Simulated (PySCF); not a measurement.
Solvent effects on NMR parameters

Atom-mapped SMILES (the numbers label the heavy atoms): `[CH3:1][C@H:2]1[CH:3]=[CH:4][CH:5]=[CH:6][CH:7]=[C:8]1[C:9]#[N:10]` (H(Xn): hydrogen on atom n).

GIAO PBE0/pcSseg-1 in PySCF 2.14 on one PBE0-D3(BJ)/def2-SVP conformer, non-relativistic, equivalent nuclei averaged. Solvents enter as an IEF-PCM continuum (benzene with ε = 2.3, dichloromethane with ε = 8.9) around the gas-phase geometry. Shifts are referred to TMS computed in the same medium.

In benzene, δ in ppm: C5 145.3, C7 144.8, C3 137.1, C6 136.2, C4 132.8, C9 125.7, C8 107.4, C2 36.2, C1 18.4, H(C5) 7.26, H(C7) 7.17, H(C6) 7.04, H(C4) 6.68, H(C3) 5.31. Dipole moment 5.04 D.

**Question.** How does each δ change in the more polar medium?

**Answer.** 
```json
{"atoms": "C5", "environment": "alkene CH", "Δδ, dichloromethane": "+1.9"}
{"atoms": "C7", "environment": "alkene CH", "Δδ, dichloromethane": "+2.0"}
{"atoms": "C3", "environment": "alkene CH", "Δδ, dichloromethane": "+1.3"}
{"atoms": "C6", "environment": "alkene CH", "Δδ, dichloromethane": "+0.6"}
{"atoms": "C4", "environment": "alkene CH", "Δδ, dichloromethane": "+0.7"}
{"atoms": "C9", "environment": "nitrile carbon", "Δδ, dichloromethane": "+2.0"}
{"atoms": "C8", "environment": "fully substituted alkene carbon", "Δδ, dichloromethane": "-1.1"}
{"atoms": "C2", "environment": "allylic sp3 CH", "Δδ, dichloromethane": "+0.3"}
{"atoms": "C1", "environment": "methyl carbon", "Δδ, dichloromethane": "+0.2"}
{"atoms": "H(C5)", "environment": "hydrogen on an alkene CH", "Δδ, dichloromethane": "+0.15"}
{"atoms": "H(C7)", "environment": "hydrogen on an alkene CH", "Δδ, dichloromethane": "+0.14"}
{"atoms": "H(C6)", "environment": "hydrogen on an alkene CH", "Δδ, dichloromethane": "+0.11"}
{"atoms": "H(C4)", "environment": "hydrogen on an alkene CH", "Δδ, dichloromethane": "+0.10"}
{"atoms": "H(C3)", "environment": "hydrogen on an alkene CH", "Δδ, dichloromethane": "+0.12"}
```

Changes are relative to benzene. The dipole moment becomes 5.67 D in dichloromethane.

**Question.** Which nuclei move most (in ppm), and what does the model miss?

**Answer.** C7 (alkene CH, +2.0 ppm) and C9 (nitrile carbon, +2.0 ppm) in dichloromethane. A continuum only polarises the solute; specific hydrogen bonds, the anisotropy of aromatic solvents and changes of geometry or conformer are outside it.
